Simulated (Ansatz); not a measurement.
Isolated molecules relaxed with PBE0-D4/def2-TZVP in Ansatz; ΔE leaves out vibrations. CBS: MP2 limit from def2 TZ/QZ plus the TZ coupled-cluster correction, frozen cores. This one scheme is used for every species. Functionals use def2-TZVPP. Each species was taken in one conformer, which may not be the lowest.

Consider the formal exchange of groups at the Si–S bond: `C=C[SiH2]S[SiH](Cl)Cl` + CH₄ → `C[SiH](Cl)Cl` + `C=C[SiH2]S`.

Is it downhill or uphill in electronic energy at CCSD(T)/CBS, and by how much? (An estimate is asked.)

The calculation gave: Uphill: ΔE = +65.2 kJ/mol.

What do these levels give: r2SCAN-D4, PBE, PBE0, HF/def2-TZVPP, SCS-MP2/def2-TZVPP, CCSD/CBS(def2)? (Best estimate.)

Ansatz gave: r2SCAN-D4 66.5, PBE 56.6, PBE0 56.1, HF/def2-TZVPP 44.1, SCS-MP2/def2-TZVPP 63.9, CCSD/CBS(def2) 60.3 kJ/mol.

Largest T1 diagnostic among the species: 0.011.

In def2-TZVPP, CCSD(T) changes the Hartree–Fock value by +17.1 kJ/mol (the triples alone add +4.9 kJ/mol) and MP2 by +26.4 kJ/mol. The D4 term adds +20.8 kJ/mol with B3LYP and +12.2 kJ/mol with PBE0; it sums over pairs of atoms, weighted by their polarisabilities, and B3LYP, whose exchange is more repulsive, gets the larger term.

B3LYP here is the variant with VWN-RPA as its local correlation; programs differ in this.
